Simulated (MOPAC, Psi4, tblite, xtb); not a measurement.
Approach curve of the dimer C6H6 ··· H3ClSi (SMILES c1ccccc1 and [SiH3]Cl), singlet. Monomers: optimised at B3LYP-D3(BJ) (def2-TZVP), held rigid. Orientation: lowest of the rigid-body minima from ten starts at GFN2-xTB. R is the distance of the centres of mass, along which the second monomer moves.

Methods: PM3, restricted, heats of formation (MOPAC); GFN1-xTB (xtb); GFN2-xTB (tblite); SAPT0/jun-cc-pVDZ, frozen core (Psi4).

Interaction energies in kJ/mol; the last columns give the difference from SAPT0:

```
R / Å    PM3  GFN1-xTB  GFN2-xTB  SAPT0/jun-cc-pVDZ  PM3 − SAPT0/jun-cc-pVDZ  GFN1-xTB − SAPT0/jun-cc-pVDZ  GFN2-xTB − SAPT0/jun-cc-pVDZ
-----  -----  --------  --------  -----------------  -----------------------  ----------------------------  ----------------------------
2.90   37.34     12.64     12.04              46.32                    -8.98                        -33.68                        -34.28
3.09   25.51     -3.76     -4.22              17.66                     7.85                        -21.42                        -21.88
3.31   17.53    -10.61    -11.33               1.60                    15.94                        -12.20                        -12.92
3.52   12.44    -11.68    -12.74              -4.57                    17.01                         -7.11                         -8.17
3.73    8.78    -10.75    -12.05              -6.40                    15.18                         -4.35                         -5.65
3.94    6.21     -9.24    -10.59              -6.29                    12.50                         -2.95                         -4.29
4.21    4.08     -7.31     -8.47              -5.19                     9.27                         -2.12                         -3.28
4.50    2.75     -5.58     -6.39              -3.85                     6.60                         -1.73                         -2.53
5.05    1.56     -3.29     -3.48              -1.99                     3.55                         -1.29                         -1.48
5.73    0.97     -1.69     -1.51              -0.83                     1.81                         -0.86                         -0.68
6.73    0.58     -0.66     -0.37              -0.21                     0.80                         -0.44                         -0.15
8.02    0.33     -0.21      0.03              -0.01                     0.35                         -0.20                          0.04
```

PM3 is furthest from SAPT0/jun-cc-pVDZ at 3.52 (17.01 kJ/mol, above); its mean absolute difference over the points is 8.32 kJ/mol.

GFN1-xTB is furthest from SAPT0/jun-cc-pVDZ at 2.90 (-33.68 kJ/mol, below); its mean absolute difference over the points is 7.36 kJ/mol.

GFN2-xTB is furthest from SAPT0/jun-cc-pVDZ at 2.90 (-34.28 kJ/mol, below); its mean absolute difference over the points is 7.95 kJ/mol.
